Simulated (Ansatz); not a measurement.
Consider the atomization: `CC(C)[O][Zn][Cl]` → 3 C• + Cl• + 7 H• + O• + Zn (atom).

Computed with Ansatz on PBE0-D4/def2-TZVP structures; ΔE is electronic, products minus reactants. CBS: MP2 limit from def2 TZ/QZ plus the TZ coupled-cluster correction, frozen cores. This one scheme is used for every species, atoms too. Functionals use def2-TZVPP. B3LYP here is the variant with VWN-RPA as its local correlation; programs differ in this. Open shells (•) are unrestricted, without spin–orbit coupling. Spin–orbit coupling would lower the free atoms: a little for C, Cl, O. Bonds to Zn are less sure, by a few kJ/mol each and by 10 to 20 or more in all where they break to atoms, as the def2 sets lack core-valence functions. Scalar relativity is left out up to krypton. Each species was taken in one conformer, which may not be the lowest.

`CC(C)[O][Zn][Cl]`:

```xyz
13

C    -1.343   -0.506    0.064
C     0.068   -0.449    0.619
C     1.098   -0.831   -0.427
O     0.348    0.812    1.178
Zn    0.341    2.302    0.221
Cl    0.374    4.143   -0.759
H    -1.599   -1.509   -0.285
H    -1.443    0.176   -0.790
H    -2.065   -0.209    0.827
H     0.140   -1.164    1.451
H     1.034   -0.154   -1.289
H     0.941   -1.848   -0.796
H     2.106   -0.763   -0.013
```

(1) What is ΔE at CCSD(T)/CBS? (Estimate.)

(2) What do these levels give: PBE-QIDH, r2SCAN, B3LYP, r2SCAN0, BHLYP, CAM-B3LYP, HF/def2-SVP, HF/def2-TZVPP, MP2/def2-TZVPP, SCS-MP2/def2-TZVPP, CCSD(T)/def2-TZVPP, SCS-MP2/def2-QZVPP? (Best estimate.)

(3) What do rigid-rotor, harmonic-oscillator terms from PBE0-D4/def2-TZVP frequencies (298.15 K, 1 bar) make of the CCSD(T)/CBS value? (An estimate is asked.)

Largest T1 diagnostic among the species: 0.017.

## Answers

(1) Ansatz gave: +1135.8 kcal/mol.

(2) Ansatz gave: PBE-QIDH 1133.8, r2SCAN 1139.5, B3LYP 1115.6, r2SCAN0 1123.5, BHLYP 1090.4, CAM-B3LYP 1130.4, HF/def2-SVP 848.8, HF/def2-TZVPP 836.4, MP2/def2-TZVPP 1129.4, SCS-MP2/def2-TZVPP 1118.9, CCSD(T)/def2-TZVPP 1106.9, SCS-MP2/def2-QZVPP 1138.3 kcal/mol.

(3) Ansatz gave: ΔZPE = -62.0 kcal/mol, ΔH = +1087.2 kcal/mol, ΔS = 1375 J/(mol·K), ΔG = +989.2 kcal/mol. Open shells count their whole term as degenerate. Modes under 50 cm⁻¹ make the entropy rough.

The D4 term adds +10.5 kcal/mol with B3LYP and +5.6 kcal/mol with PBE0; it sums over pairs of atoms, weighted by their polarisabilities, and B3LYP, whose exchange is more repulsive, gets the larger term. From r2SCAN to r2SCAN0 (25 % exact exchange), in def2-TZVPP and without D4, ΔE moves by −16.0 kcal/mol: exact exchange takes away binding that semilocal exchange gives to molecules. Leaving LDA and LC-ωPBE aside and taking each functional with its dispersion term where it has one, the values, not all of them listed here, spread over 56.6 kcal/mol, from BHLYP-D4 to PBE-D4. LDA lies +152.1 kcal/mol from PBE without D4, its usual overbinding.

For atomizations the MP2-based limit and the directly extrapolated one differ by several kJ/mol either way, and by 10 to 25 for some Ge, Se and Sn compounds, so smaller differences from it don't rank the levels.
